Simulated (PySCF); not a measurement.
Gas-phase reaction: 5 GeH2 + 2 HF → 4 GeH3 + GeF2

Method: PySCF energies (xtb for GFN2) plus ideal-gas RRHO corrections (1 bar). † marks an energy on the PBE0/def2-TZVP geometry and frequencies; other levels use their own. MP2 freezes the core. 6-31G* has spherical d functions here. Open shells (unrestricted): GeH3 (multiplicity 2); the rest are closed-shell singlets. GFN2 has no spin-polarisation term. Ge: all electrons, no relativistic terms. GeH2, GeH3: computed as isolated molecules; such fragments, hydroxides, amides, oligomers or adducts are transient or little studied in the gas. MP2 isn't extrapolated to the basis-set limit; its ΔH°(298 K) is -464.0 kJ in def2-SVP and -439.1 kJ in def2-TZVPP. The harmonic model lacks anharmonicity and excited electronic states, which grow with temperature; levels with a mode under 35 cm⁻¹ are left out.

ΔH° and ΔS° at 298 K: BLYP/def2-TZVP† -329 kJ, -259 J/K; GFN2-xTB -122 kJ, -253 J/K; HF/6-31G* -489 kJ, -262 J/K; HF/def2-TZVP† -465 kJ, -259 J/K; MP2/def2-TZVPP† -439 kJ, -259 J/K.

Problem. With the heat capacities included, give log10 K (1 bar) at 600, 1000, 1200, 1800, 2000 K from BLYP/def2-TZVP†, GFN2-xTB, HF/6-31G*, HF/def2-TZVP†, MP2/def2-TZVPP†.

Solution. 
```
T (K)  BLYP/def2-TZVP†  GFN2-xTB  HF/6-31G*  HF/def2-TZVP†  MP2/def2-TZVPP†
-----  ---------------  --------  ---------  -------------  ---------------
600               15.0      -2.7       28.7           26.8             24.6
1000               3.6      -6.8       11.7           10.7              9.3
1200               0.8      -7.8        7.5            6.7              5.6
1800              -3.8      -9.3        0.6            0.2             -0.6
2000              -4.6      -9.6       -0.8           -1.1             -1.8
```
